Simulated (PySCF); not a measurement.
# Structure elucidation problem

An unknown has the formula C7H14Si2. Its calculated NMR data are:

1H NMR (300 MHz, computed): δ 4.66 (m, 2H), 3.95 (t, 3H), 2.17 (q, 2H), 1.68 (m, 2H), 1.47 (m, 1H), 0.71 (m, 2H), 0.23 (m, 2H).

13C{1H} NMR (computed): δ 159.3 (C), 150.6 (C), 18.0 (CH2), 17.5 (CH2), 14.8 (CH), 8.8 (CH2).

PySCF 2.14 calculation with structure optimised with GFN2-xTB and PBE0/pcSseg-1 with gauge-including orbitals; non-relativistic, one averaged value for each set of equivalent atoms, no solvent, one computed conformer.

Scale: 1H, 13C vs TMS (reference shieldings calculated alike).

**Question.** Which of these isomers gave the spectra?
A. CCCC1=C[SiH2]C=C[SiH2]1
B. C=C[SiH2][C@@H](C)C1=C[SiH2]C1
C. [SiH3]CC1=C[SiH2][C@H]2C[C@@H]1C2
D. [SiH3]CC1=C(C2CC2)[SiH2]C1

**Answer.** D. 

- The formula gives 3 degrees of unsaturation (2 rings in the answer).
- 6 carbon signals for 7 carbons: some carbons are equivalent by symmetry or fast rotation.
- Carbon types of the structure: 2 × C, 1 × CH, 4 × CH2, leaving 5 H on heteroatoms.
- δC 159.3, 150.6: fully substituted alkene carbon; as expected for a trigonal carbon in a double bond.
- δC 18.0, 17.5: allylic sp3 CH2 bonded to Si.
- δC 14.8, 8.8: three-membered-ring carbon; carbons of three-membered rings are unusually shielded.
- δH 2.17, 1.68: hydrogen on an allylic sp3 CH2 bonded to Si; allylic position.
- δH 1.47, 0.71, 0.23: hydrogen on a three-membered-ring carbon; cyclopropane-type protons are shielded by the ring.

The others: C=C[SiH2][C@@H](C)C1=C[SiH2]C1 would give 7 carbon signals, not 6; CCCC1=C[SiH2]C=C[SiH2]1 would give 7 carbon signals, not 6; [SiH3]CC1=C[SiH2][C@H]2C[C@@H]1C2 would give 8 signals for carbon-bound and other non-exchanging H, not 7.

Shifts are as computed. Against solution values, carbons near 30 ppm lie about +3 ppm off and those near 130 ppm about +5 ppm. Of 1211 compounds with measured shifts, 218 miss one by over three times the rms of a fit or turn the order of signals round; such compounds aren't used in these exercises. No couplings were computed; multiplicities are counted from neighbouring protons, with m where these are inequivalent, close in shift, in a saturated or five-membered ring or joined by F or P, and br s for small geminal =CH2 splittings.
